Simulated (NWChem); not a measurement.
Molecule: WNH$_{2}$O$_{2}$Cl; SMILES [NH2][W](=[O])(=[O])[Cl]

```xyz
7

W      0.0532    -0.1909     0.0000
O      0.8786    -0.7152    -1.3933
O      0.8786    -0.7152     1.3933
Cl    -0.1166     2.0972     0.0000
N     -1.6768    -1.0429     0.0000
H     -2.1373    -1.3899    -0.8385
H     -2.1373    -1.3899     0.8385
```
Atoms are numbered in this order, from 1.

The geometry was optimised at PBE0/def2-SVP. Not confirmed as a minimum by frequencies. def2 effective core potentials on W; no spin-orbit coupling.

Symmetry labels are those of Cs in the frame above (b1 and b2, or b-type labels, depend on it).

**Question.** List the 4 lowest vertical singlet excitations from B3LYP/def2-SVP with def2 effective core potentials on W, TDA (NWChem).

**Answer.** 
```
state  energy (eV)  oscillator strength  symmetry  leading excitation (squared amplitude)
-----  -----------  -------------------  --------  --------------------------------------
S1            5.09                0.001        a'                  HOMO−1 → LUMO+1 (0.95)
S2            5.21                0.000        a"                    HOMO → LUMO+1 (0.79)
S3            5.47                0.006        a"                    HOMO−1 → LUMO (0.72)
S4            5.81                0.060        a'                      HOMO → LUMO (0.59)
```
